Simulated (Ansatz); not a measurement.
C2H6Cl2Si (`CC(Cl)[SiH2]Cl`). Charge 0, multiplicity 1. All single points use the PBE0-D4/def2-TZVP geometry. It is one conformer, not always the lowest.

```xyz
11

C     1.094   -0.081    0.929
C     0.227    0.639   -0.077
Cl    1.176    1.076   -1.549
Si   -1.196   -0.363   -0.787
Cl   -2.443   -0.936    0.752
H     1.932    0.544    1.243
H     1.494   -1.009    0.515
H     0.497   -0.329    1.811
H    -0.138    1.585    0.326
H    -1.982    0.457   -1.734
H    -0.663   -1.585   -1.428
```

Task: What is the dipole moment at PBE/def2-TZVPP? (Best estimate.)

Result: Computed: 0.97 D, with components (0.50, 0.21, 0.81) D in this frame, pointing from negative to positive charge.

Task: And with r2SCAN, B3LYP, ωB97M-V? (An estimate is asked.)

Result: Computed: r2SCAN 0.99 D, B3LYP 0.93 D, ωB97M-V 0.92 D.

Task: Give the Mulliken charges with PBE, ωB97M-V, r2SCAN in def2-TZVPP. (Estimate.)

Result: Ansatz gave: 
```json
{"atom": "C1", "PBE": "-0.25", "ωB97M-V": "-0.30", "r2SCAN": "-0.15"}
{"atom": "C2", "PBE": "-0.04", "ωB97M-V": "-0.15", "r2SCAN": "0.00"}
{"atom": "Cl3", "PBE": "-0.15", "ωB97M-V": "-0.13", "r2SCAN": "-0.18"}
{"atom": "Si4", "PBE": "0.35", "ωB97M-V": "0.33", "r2SCAN": "0.45"}
{"atom": "Cl5", "PBE": "-0.23", "ωB97M-V": "-0.23", "r2SCAN": "-0.27"}
{"atom": "H6", "PBE": "0.10", "ωB97M-V": "0.12", "r2SCAN": "0.06"}
{"atom": "H7", "PBE": "0.10", "ωB97M-V": "0.12", "r2SCAN": "0.06"}
{"atom": "H8", "PBE": "0.09", "ωB97M-V": "0.11", "r2SCAN": "0.06"}
{"atom": "H9", "PBE": "0.12", "ωB97M-V": "0.14", "r2SCAN": "0.08"}
{"atom": "H10", "PBE": "-0.04", "ωB97M-V": "0.00", "r2SCAN": "-0.06"}
{"atom": "H11", "PBE": "-0.04", "ωB97M-V": "-0.01", "r2SCAN": "-0.06"}
```

B3LYP here is the variant with VWN-RPA as its local correlation; programs differ in this.
